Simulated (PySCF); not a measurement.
Task: What does the PBE0-D3(BJ)/def2-SVP structure of 4-bromopyridine, `Brc1ccncc1` look like in three dimensions?

Result: 
Z-matrix in Å and degrees, rows numbered from 1:
```
Br
C   1  1.8817
C   2  1.3925  1  120.37
C   3  1.3951  2  117.54  1  -179.98
N   4  1.3296  3  124.01  2    -0.00
C   5  1.3292  4  117.45  3    -0.04
C   2  1.3921  1  120.19  3   179.97
H   3  1.0907  2  121.32  1     0.02
H   4  1.0962  3  119.42  2  -179.99
H   6  1.0962  5  116.63  4  -179.95
H   7  1.0908  2  121.31  1     0.00
```

The 7 heavy atoms lie in one plane (0.000 Å rms). All 4 C–C bonds measure 1.392 to 1.395 Å. The 6-membered ring C2–C3–C4–N5–C6–C7 has internal angles of 117.5° to 124.0° (sum 720°, against 720° for a flat polygon); it is planar, 0.00 Å rms from its mean plane, widest ring torsion 0°.

Method: PySCF 2.14.0, PBE0-D3(BJ)/def2-SVP geometry optimisation, gas phase.

Point group: C2v (every atom within 0.08 Å of its image). PBE0-D3(BJ)/def2-SVP frequencies: not computed here.

Hardware: one thread of an Intel Xeon Platinum 8259CL at 2.50 GHz, shared host with 96 logical CPUs at a one-minute load of 8.5. Cost: 67 s wall, 0.54 GiB resident at most. That covers the optimisation of the geometry.
